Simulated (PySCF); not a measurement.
C2H7BrGe, SMILES [CH2]([GeH3])CBr, GFN2-xTB optimised geometry.

```
11

Ge     1.43     0.37    -1.45
C      0.70    -0.77     0.00
C     -0.82    -0.77     0.00
Br    -1.50     1.06     0.00
H      1.50     1.80    -1.05
H      0.58     0.24    -2.67
H      2.81    -0.09    -1.79
H      1.07    -0.41     0.96
H      1.04    -1.80    -0.11
H     -1.24    -1.26     0.88
H     -1.21    -1.23    -0.90
```

Density from PBE/def2-TZVP in PySCF 2.14.0 at that geometry.

Minimum of the electron density along straight lines between bonded atoms, close to the bond critical point (lines longer than 1.1 times the sum of covalent radii, or with two minima, are not listed):

| bond | length / Å | ρ at the minimum / e bohr⁻³ | ∇²ρ there / e bohr⁻⁵ | position (fraction from the first atom) |
|---|---|---|---|---|
| Ge1–C2 | 1.985 | (withheld) | (withheld) | 0.47 |
| C2–C3 | 1.512 | 0.249 | (withheld) | 0.49 |
| C3–Br4 | 1.950 | 0.147 | -0.13 | 0.44 |
| Ge1–H5 | 1.489 | 0.144 | 0.08 | 0.60 |
| Ge1–H6 | 1.494 | 0.142 | 0.08 | 0.60 |
| Ge1–H7 | 1.496 | 0.141 | 0.08 | 0.60 |
| C2–H8 | 1.092 | 0.274 | -0.91 | 0.64 |
| C2–H9 | 1.093 | 0.272 | -0.89 | 0.64 |
| C3–H10 | 1.090 | 0.282 | -0.97 | 0.65 |
| C3–H11 | 1.090 | 0.283 | -0.98 | 0.65 |

Some entries are withheld; supply them.


- Ge1–C2, ρ at the minimum / e bohr⁻³: 0.121
- Ge1–C2, ∇²ρ there / e bohr⁻⁵: 0.07
- C2–C3, ∇²ρ there / e bohr⁻⁵: -0.59
